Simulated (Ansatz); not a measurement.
PbO₂. The state is a singlet with charge 0. Geometry r2SCAN-D4/def2-TZVP, basis def2-TZVP, Ansatz.

```xyz
3

Pb   -1.039    0.078   -0.769
O     0.565   -0.792    0.247
O     0.474    0.713    0.522
```

| run | HOMO (eV) | LUMO (eV) |
| --- | --- | --- |
| A | -4.76 | -3.66 |
| B | -4.79 | -3.19 |
| C | -7.70 | -2.15 |
| D | -6.11 | -2.72 |
| E | -8.57 | -0.84 |
| F | -7.61 | -1.91 |

In the def2 sets Pb takes a core potential; there is no spin–orbit coupling. The structure holds 1 bond(s) between oxygen atoms. The structure comes from a short search, and lower isomers may exist.

**Question.** The runs used BHLYP, CAM-B3LYP, LDA (SPW92), PBE0, r2SCAN, ωB97X-V. Estimate which is which.

**Answer.** A LDA (SPW92) (0 % exact exchange); B r2SCAN (0 % exact exchange); C BHLYP (50 % exact exchange); D PBE0 (25 % exact exchange); E ωB97X-V (range-separated); F CAM-B3LYP (range-separated). Exact exchange lowers occupied and raises empty levels; among semilocal functionals meta-GGAs tend to open the gap a little, and such runs are hard to tell apart. The gap grows from 1.10 eV (LDA (SPW92)) to 7.73 eV (ωB97X-V).
